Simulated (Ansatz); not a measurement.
```xyz
14

C     0.0000    0.7050    0.0000
C    -1.3410    1.1407    0.0000
C    -2.1698    0.0000    0.0000
C    -1.3410   -1.1407    0.0000
C     0.0000   -0.7050    0.0000
C     1.3410    1.1407    0.0000
C     2.1698    0.0000    0.0000
C     1.3410   -1.1407    0.0000
H    -1.6763    2.1726    0.0000
H    -3.2548    0.0000    0.0000
H    -1.6763   -2.1726    0.0000
H     1.6763    2.1726    0.0000
H     3.2548    0.0000    0.0000
H     1.6763   -2.1726    0.0000
```

Basis set: def2-SVP. Charge 0. Computed with Ansatz (development build ahead of 0.2.0); the lowest solution found for each multiplicity.

Task: How do the multiplicities compare at this shape? Give, from the lowest of each method, PBE0 (unrestricted) for 1, 3; PBE0 (restricted) for 1, 3; HF (unrestricted) for 1, 3; HF (restricted) for 1, 3.

Result:

```tsv
method	multiplicity	E (eV)	<S²>
PBE0, unrestricted	1	0.000	1.10
PBE0, unrestricted	3	0.221	2.00
PBE0, restricted	1	0.000	0.00
PBE0, restricted	3	0.206	2.00
HF, unrestricted	1	0.000	1.52
HF, unrestricted	3	1.282	2.25
HF, restricted	1	0.000	0.00
HF, restricted	3	0.048	2.00
```

Caution for PBE0, unrestricted, HF, unrestricted: the unrestricted determinant is a mixture of spin states. Caution for HF, unrestricted: the unrestricted determinant is spin contaminated. Caution for HF, restricted: an unrestricted determinant lies well below.
